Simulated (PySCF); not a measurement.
Working out the excitation energy of Ne⁺

Ne⁺ [He] 2s2 2p5 (2P) → Ne⁺ [He] 2s1 2p5 3s1 (4P). All numbers are calculated (PySCF 2.14, the spin-free X2C one-electron Hamiltonian (Gaussian nucleus), in x2c-TZVPPall with one added diffuse shell each of s, p, d type (6s4p3d1f, 40 functions)). Frozen: nothing. Energies in hartree (1 hartree = 27.21139 eV):

```csv
part,Ne⁺ (lower),Ne⁺ (upper)
UHF,-127.956910,-126.021009
MP2 opposite-spin,-0.164508,-0.177020
MP2 same-spin,-0.048914,-0.046031
```

Question: What does Hartree-Fock give?

Answer: (-126.021009) − (-127.956910) = 1.935901 hartree = 52.679 eV.

Question: What do MP2 and SCS-MP2 (6/5 opposite-spin, 1/3 same-spin) give?

Answer: The opposite-spin parts differ by -0.340 eV and the same-spin parts by 0.078 eV. MP2: 52.679 + (-0.340) + (0.078) = 52.417 eV. SCS-MP2: 52.679 + 1.2 × (-0.340) + (0.078)/3 = 52.297 eV.

The upper state lies above the first ionisation limit, where it may autoionise and the basis confines it. A Rydberg-like electron needs more diffuse functions than a valence basis has.
